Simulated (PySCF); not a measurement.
**Ionisation energy of Ga by level of theory**

Ga [Ar] 3d10 4s2 4p1 (2P) → Ga⁺ [Ar] 3d10 4s2 (1S), as a difference of total energies. Computed with PySCF 2.14 in aug-cc-pV5Z-PP with ECP10MDF (8s7p6d4f3g2h, 136 functions), with scalar relativity through the core potential. Correlated levels: valence: 3s2 3p6 3d10 frozen. The calculations carry no spin-orbit coupling.

```csv
method,ionisation energy (eV),error (eV)
UHF,5.536,-0.395
LDA,6.012,+0.081
PBE,5.940,+0.009
PBE0,5.966,+0.035
r2SCAN,6.102,+0.171
PW91,5.990,+0.059
M06-L,5.720,-0.211
BP86,6.062,+0.131
MP2 (valence),5.779,-0.152
SCS-MP2 (valence),5.764,-0.167
```

Reference: 5.931 eV (measured; NIST levels, between the centres of gravity of the two terms).
